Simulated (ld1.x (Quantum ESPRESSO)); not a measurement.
# Transferability test, PAW potential for Cu (Z = 29)

copper, PAW, made with ld1.x (Quantum ESPRESSO) 7.5 (revPBE, scalar-relativistic). Core [Ne], reference 3s2 3p6 3d10 4s0.75 4p0.25. Waves: 3s (bound): rcut 0.95, rcutus 1.10 bohr; 4s (bound): rcut 0.95, rcutus 1.10 bohr; 3p (bound): rcut 1.05, rcutus 1.25 bohr; 4p (bound): rcut 1.05, rcutus 1.25 bohr; 3d (bound): rcut 1.05, rcutus 1.25 bohr; 3d channel at 2.15 Ry: rcut 1.05, rcutus 1.25 bohr. Local part: all-electron potential smoothed inside 1.05 bohr (lloc = -1). Core correction: Bessel-smoothed model core inside 0.80 bohr. Augmentation charge: GAUSS, radius 1.05 bohr.

Energies are relative to the spin-unpolarised reference configuration 3s2 3p6 3d10 4s0.75 4p0.25; without spin polarisation the order of configurations can differ from experiment.

Its overlap operator is not positive definite in a basis up to 400 Ry (lowest eigenvalue p -0.50), so the file is unfit for use: the generalised eigenproblem breaks down once the basis is large enough, and its test numbers describe a broken file.

```
valence configuration  charge  ΔE all-electron (eV)  error AE − PS (meV)
 3s2 3p6 3d10 4s1 4p0       0                -0.970                 +0.1
 3s2 3p6 3d10 4s0 4p0      +1                 7.042                 -0.7
  3s2 3p6 3d9 4s0 4p0      +2                28.247                 -2.2
  3s2 3p6 3d9 4s2 4p0       0                 1.019                 +1.6
 3s1 3p6 3d10 4s1 4p0      +1               121.272                  -29
 3s2 3p5 3d10 4s1 4p0      +1                78.520                  -35
  3s2 3p6 3d7 4s0 4p0      +4               126.746                  -19
```

Levels in the configuration 3s2 3p6 3d9 4s2 4p0:

```tsv
level	all-electron (eV)	pseudo (eV)
3s	-120.040	-120.043
3p	-77.294	-77.289
3d	-9.457	-9.455
4s	-5.735	-5.736
```

The ghost test of this file was not conclusive.
